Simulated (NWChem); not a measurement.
System: CH5BOS; SMILES COBS

The following NWChem deck was run.

```
start job
memory heap 200 mb stack 900 mb global 1100 mb
geometry units angstroms noautoz
  B     -0.953386    -0.058500    -0.093995
  H     -2.112530    -0.348057    -0.259402
  O     -0.597705     1.231027    -0.232176
  C      0.720271     1.692075    -0.064837
  H      0.731030     2.777520    -0.233840
  H      1.089072     1.488047     0.954645
  H      1.405795     1.214057    -0.784936
  S      0.276722    -1.328953     0.329805
  H     -0.594971    -2.356990     0.332912
end
basis spherical
  B library def2-svp
  H library def2-svp
  O library def2-svp
  C library def2-svp
  S library def2-svp
end
dft
  xc rpbe cpbe96
  iterations 150
  mulliken
end
task dft energy
```

Output (shortened):

```
             Northwest Computational Chemistry Package (NWChem) 7.3.0
             --------------------------------------------------------

 CS  symmetry detected

                             Geometry "geometry" -> ""
                             -------------------------

 Output coordinates in angstroms (scale by  1.889725989 to convert to a.u.)

  No.       Tag          Charge          X              Y              Z
 ---- ---------------- ---------- -------------- -------------- --------------
    1 B                    5.0000    -0.96244236    -0.04757221     0.00000000
    2 H                    1.0000    -2.14427285    -0.28859966     0.00000000
    3 O                    8.0000    -0.57991973     1.24167536     0.00000000
    4 C                    6.0000     0.76603548     1.64914672     0.00000000
    5 H                    1.0000     0.79490569     2.74734302     0.00000000
    6 H                    1.0000     1.29570271     1.28028746     0.89464042
    7 H                    1.0000     1.29570271     1.28028746    -0.89464042
    8 S                   16.0000     0.26561706    -1.38872582     0.00000000
    9 H                    1.0000    -0.63655450    -2.39012728     0.00000000

 Effective nuclear repulsion energy (a.u.)     149.2201620786

      Symmetry information
      --------------------

 Group name             Cs
 Group number              2
 Group order               2
 No. of unique centers     8

  pbe96 is a nonlocal functional; adding pw91lda local functional.

                                 NWChem DFT Module
                                 -----------------

 Summary of "ao basis" -> "ao basis" (spherical)
 ------------------------------------------------------------------------------
       Tag                 Description            Shells   Functions and Types
 ---------------- ------------------------------  ------  ---------------------
 B                          def2-svp                 6       14   3s2p1d
 H                          def2-svp                 3        5   2s1p
 O                          def2-svp                 6       14   3s2p1d
 C                          def2-svp                 6       14   3s2p1d
 S                          def2-svp                 8       18   4s3p1d

      Symmetry analysis of basis
      --------------------------

        a'         60
        a"         25

            General Information
            -------------------
          SCF calculation type: DFT
          Wavefunction type:  closed shell.
          No. of atoms     :     9
          No. of electrons :    40
           Alpha electrons :    20
            Beta electrons :    20
          Charge           :     0
          Spin multiplicity:     1
          Use of symmetry is: on ; symmetry adaption is: on
          Maximum number of iterations: 150
          AO basis - number of functions:    85
                     number of shells:    41
          Convergence on energy requested:  1.00D-06
          Convergence on density requested:  1.00D-05
          Convergence on gradient requested:  5.00D-04

              XC Information
              --------------
                          RPBE Exchange Functional  1.000
            Perdew 1991 LDA Correlation Functional  1.000 local
           PerdewBurkeErnz. Correlation Functional  1.000 non-local

             Grid Information
             ----------------
          Grid used for XC integration:  medium
          Radial quadrature: Mura-Knowles
          Angular quadrature: Lebedev.
          Tag              B.-S. Rad. Rad. Pts. Rad. Cut. Ang. Pts.
          ---              ---------- --------- --------- ---------
          B                   0.85       49          10.0       434
          H                   0.35       45          13.0       434
          O                   0.60       49          10.0       434
          C                   0.70       49          11.0       434
          S                   1.00       88          11.0       590
          Grid pruning is: on
          Number of quadrature shells:   415
          Spatial weights used:  Erf1

      Superposition of Atomic Density Guess
      -------------------------------------

 Sum of atomic energies:        -536.66367256

      Non-variational initial energy
      ------------------------------

 Total energy =    -538.490480
 1-e energy   =   -1033.801144
 2-e energy   =     346.090501
 HOMO         =      -0.337926
 LUMO         =       0.046088

      Symmetry analysis of molecular orbitals - initial
      -------------------------------------------------

  Numbering of irreducible representations:

     1 a'          2 a"

  Orbital symmetries:

     1 a'          2 a'          3 a'          4 a'          5 a'
     6 a'          7 a'          8 a"          9 a'         10 a'
    11 a'         12 a'         13 a'         14 a"         15 a'
    16 a'         17 a'         18 a"         19 a'         20 a"
    21 a"         22 a'         23 a'         24 a'         25 a'
    26 a'         27 a"         28 a'         29 a'         30 a'

     ---------------------------------------------
      Total Density - Mulliken Population Analysis
     ---------------------------------------------

    Atom       Charge   Shell Charges
 -----------   ------   -------------------------------------------------------
    1 B    5     4.63   1.99  0.86  0.18  1.19  0.30  0.11
    2 H    1     1.05   0.72  0.32  0.01
    3 O    8     8.54   1.99  1.10  0.61  3.04  1.79  0.01
    4 C    6     5.88   1.99  0.92  0.22  1.84  0.86  0.05
    5 H    1     0.92   0.69  0.21  0.02
    6 H    1     0.93   0.69  0.22  0.02
    7 H    1     0.93   0.69  0.22  0.02
    8 S   16    16.34   2.00  1.99  1.19  0.63  5.94  1.82  2.74  0.03
    9 H    1     0.79   0.58  0.18  0.03

   convergence    iter        energy       DeltaE   RMS-Dens  Diis-err
 ---------------- ----- ----------------- --------- --------- ---------
 d= 0,ls=0.0,diis     1   -539.1036550605 -6.88D+02  1.53D-02  5.40D-01
 d= 0,ls=0.0,diis     2   -539.0099304275  9.37D-02  1.01D-02  1.56D+00
 d= 0,ls=0.0,diis     3   -539.1649546032 -1.55D-01  3.15D-03  9.07D-02
 d= 0,ls=0.0,diis     4   -539.1713443554 -6.39D-03  1.62D-03  1.89D-02
 d= 0,ls=0.0,diis     5   -539.1740464809 -2.70D-03  4.11D-04  8.02D-04
  Resetting Diis
 d= 0,ls=0.0,diis     6   -539.1741803567 -1.34D-04  9.04D-05  7.90D-05
 d= 0,ls=0.0,diis     7   -539.1741922604 -1.19D-05  4.33D-05  4.03D-06
 d= 0,ls=0.0,diis     8   -539.1741915749  6.85D-07  2.63D-05  9.29D-06
 d= 0,ls=0.0,diis     9   -539.1741928022 -1.23D-06  4.44D-06  3.28D-07
 d= 0,ls=0.0,diis    10   -539.1741928320 -2.97D-08  1.30D-06  2.04D-08

         Total DFT energy =     -539.174192831968
      One electron energy =    -1036.987179214101
           Coulomb energy =      394.179682365688
    Exchange-Corr. energy =      -45.586858062171
 Nuclear repulsion energy =      149.220162078617

 Numeric. integr. density =       39.999985347369

                  Occupations of the irreducible representations
                  ----------------------------------------------

                     irrep           alpha         beta
                     --------     --------     --------
                     a'               16.0         16.0
                     a"                4.0          4.0

                       DFT Final Molecular Orbital Analysis
                       ------------------------------------

 Vector   18  Occ=2.000000D+00  E=-2.881770D-01  Symmetry=a"
              MO Center= -3.7D-02,  8.7D-01,  1.1D-16, r^2= 2.4D+00
   Bfn.  Coefficient  Atom+Function         Bfn.  Coefficient  Atom+Function
  ----- ------------  ---------------      ----- ------------  ---------------
    25      0.437544  3 O  pz                28      0.298769  3 O  pz
     6     -0.245611  1 B  pz                39     -0.245849  4 C  pz
    53     -0.220923  6 H  s                 58      0.220923  7 H  s
    75      0.155341  8 S  pz                72      0.133601  8 S  pz
     9      0.128864  1 B  pz                54     -0.120705  6 H  s

 Vector   19  Occ=2.000000D+00  E=-2.550746D-01  Symmetry=a'
              MO Center= -4.3D-01, -4.5D-02, -8.1D-16, r^2= 3.6D+00
   Bfn.  Coefficient  Atom+Function         Bfn.  Coefficient  Atom+Function
  ----- ------------  ---------------      ----- ------------  ---------------
    73      0.321177  8 S  px                70      0.257901  8 S  px
    23      0.251298  3 O  px                24     -0.246586  3 O  py
    15      0.239296  2 H  s                 16      0.222519  2 H  s
     4      0.206913  1 B  px                74     -0.184278  8 S  py
    26      0.170637  3 O  px                27     -0.167464  3 O  py

 Vector   20  Occ=2.000000D+00  E=-2.335675D-01  Symmetry=a"
              MO Center=  1.2D-01, -9.2D-01,  2.9D-15, r^2= 2.4D+00
   Bfn.  Coefficient  Atom+Function         Bfn.  Coefficient  Atom+Function
  ----- ------------  ---------------      ----- ------------  ---------------
    75      0.580506  8 S  pz                72      0.411887  8 S  pz
    25     -0.261737  3 O  pz                69      0.235757  8 S  pz
    28     -0.196600  3 O  pz                54      0.086817  6 H  s
    59     -0.086817  7 H  s                  6     -0.074591  1 B  pz
    53      0.069044  6 H  s                 58     -0.069044  7 H  s

[...]
```

Level: RPBE/def2-SVP. Geometry: optimised at PBE0/def2-SVP.
